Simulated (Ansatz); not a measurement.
Program: Ansatz. Geometries: PBE0-D4/def2-TZVP. ΔE: electronic, gas phase. CCSD(T)/CBS is the MP2 limit (def2-TZVPP, def2-QZVPP) plus CCSD(T) − MP2 in def2-TZVPP, frozen cores. DFT in def2-TZVPP. B3LYP here is the variant with VWN-RPA as its local correlation; programs differ in this. For Zn outer-core shells are correlated without core-valence functions, which leaves a few kJ/mol of doubt a bond. Scalar relativity is left out up to krypton. One conformer a species, not always the lowest.

Reaction (ligand exchange at a Zn–O bond): `[SiH3][O][Zn][Cl]` + dimethylamine → `C[N](C)[Zn][Cl]` + silanol

```json
{"level": "CAM-B3LYP-D4", "ΔE (kcal/mol)": "12.6"}
{"level": "ωB97M-V", "ΔE (kcal/mol)": "12.2"}
{"level": "BLYP", "ΔE (kcal/mol)": "11.9"}
{"level": "B3LYP", "ΔE (kcal/mol)": "12.8"}
{"level": "RPA@PBE/def2-TZVPP", "ΔE (kcal/mol)": "12.5"}
{"level": "CCSD/def2-TZVPP", "ΔE (kcal/mol)": "13.4"}
{"level": "HF/CBS(def2)", "ΔE (kcal/mol)": "18.9"}
{"level": "MP2/CBS(def2)", "ΔE (kcal/mol)": "12.1"}
```

(1) What does CCSD(T)/CBS give? (Estimate.)

Largest T1 diagnostic among the species: 0.015.

Answers

(1) Ansatz gave: +13.1 kcal/mol. The listed levels differ from it by -0.5, -0.9, -1.2, -0.3, -0.6, 0.3, 5.8, -1.0 kcal/mol.

Leaving LDA and LC-ωPBE aside and taking each functional with its dispersion term where it has one, the values, not all of them listed here, spread over 4.1 kcal/mol, from revPBE-D4 to BHLYP-D4. LDA lies −2.2 kcal/mol from PBE without D4. At CCSD(T), def2-SVP lies +2.7 kcal/mol from the extrapolated value and def2-TZVPP −0.5 kcal/mol.
